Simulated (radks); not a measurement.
Q: The mean radii <r> (bohr) of the occupied orbitals of an atom or ion are listed with their occupations. All-electron calculation, scalar-relativistic Kohn-Sham, PBE, spin-polarised, spherical densities, point nucleus. Program: a radial shooting solver on a logarithmic mesh with Libxc functionals.

| orbital | occ. | <r> |
|---|---|---|
| 1s up | 1 | 0.01631 |
| 1s down | 1 | 0.01631 |
| 2s up | 1 | 0.06873 |
| 2s down | 1 | 0.06873 |
| 2p up | 3 | 0.06235 |
| 2p down | 3 | 0.06235 |
| 3s up | 1 | 0.1775 |
| 3s down | 1 | 0.1775 |
| 3p up | 3 | 0.1793 |
| 3p down | 3 | 0.1793 |
| 3d up | 5 | 0.1624 |
| 3d down | 5 | 0.1624 |
| 4s up | 1 | 0.3915 |
| 4s down | 1 | 0.3915 |
| 4p up | 3 | 0.4175 |
| 4p down | 3 | 0.4175 |
| 4d up | 5 | 0.4397 |
| 4d down | 5 | 0.4395 |
| 5s up | 1 | 0.8724 |
| 5s down | 1 | 0.8725 |
| 4f up | 7 | 0.4669 |
| 4f down | 7 | 0.4664 |
| 5p up | 3 | 0.9949 |
| 5p down | 2 | 0.9964 |
| 5d up | 5 | 1.282 |
| 5d down | 5 | 1.289 |

Name the element and its charge.

A: Z = 81, thallium, charge +4: Tl4+ in [Kr] 4d10 4f14 5s2 5p(up 3, down 2) 5d10. The 1s radius gives Z: for a bare nucleus <r> = (2 gamma + 1)/(2Z) with gamma = sqrt(1 - (Z/c)^2), 0.01613 bohr for Z = 81, and screening makes it slightly larger (0.01631 here). The occupations add up to 77, and the charge is Z minus that.
